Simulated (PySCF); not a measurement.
**What each rung costs, and what it gives**

Saddle point of GeH5Br, singlet (GeH₃Br ([GeH3][Br]) + H₂ → GeH₄ + HBr; bonds formed: Ge1–H7, Br2–H6; bonds broken: Ge1–Br2, H6–H7), PBE0-D4/def2-TZVP structure:

Ge1  (-0.483, -0.408, -0.107)
Br2  (2.232, -0.074, 0.536)
H3  (0.044, -1.131, -1.338)
H4  (-1.860, 0.222, -0.451)
H5  (-0.579, -1.075, 1.257)
H6  (0.721, 1.083, 0.150)
H7  (-0.076, 1.382, -0.047)
(Å)

Barriers are electronic and count from the start structure reached by relaxing down the imaginary mode.

Program: PySCF 2.14 with density fitting (its default auxiliary sets; JK sets also for MP2 and CCSD(T)). Basis: as named in each row. Cores are frozen in the correlated methods. Filled d shells of the heavier atoms are correlated. The def2 sets are not built for correlating such inner shells, so the correlated values are less sure here. B3LYP uses VWN-RPA correlation. Extrapolation: Hartree–Fock as exp(−7.88 √X), correlation as X^−2.97.

Times are rough, for one single point on 4 threads of a shared host (Arm Neoverse V2).

The estimate by CCSD(T) at an estimated basis limit (MP2 extrapolated from triple and quadruple zeta, plus CCSD(T) − MP2 in triple zeta) is 2.363 eV.

```csv
method,basis,time (s),barrier (eV),method less estimate
HF,STO-3G,under 1,4.996,2.633
SPW92,def2-TZVPP,5,1.746,-0.617
PBE-D4,def2-SVP,6,2.014,-0.348
B3LYP-D4,6-31G,6,2.395,0.032
PBE0-D4,def2-SVP,9,2.167,-0.196
PBE0-D4,def2-TZVPP,9,2.160,-0.203
MP2,def2-QZVPP,11,2.395,0.032
r2SCAN-D4,def2-TZVPP,16,2.159,-0.204
BHLYP-D4,def2-TZVPP,17,2.393,0.030
CCSD(T),def2-SVP,18,2.544,0.182
PBE-D4,def2-TZVPP,19,2.018,-0.345
B3LYP-D4,def2-TZVPP,19,2.242,-0.120
wB97M-V,def2-TZVPP,100,2.323,-0.039
CCSD(T),def2-TZVPP,380,2.413,0.050
```

All methods are single points on the PBE0-D4 structures.

The T1 diagnostic stays at or below 0.011.

Labels in which every atom is bracketed show which atoms are joined, not bond orders.
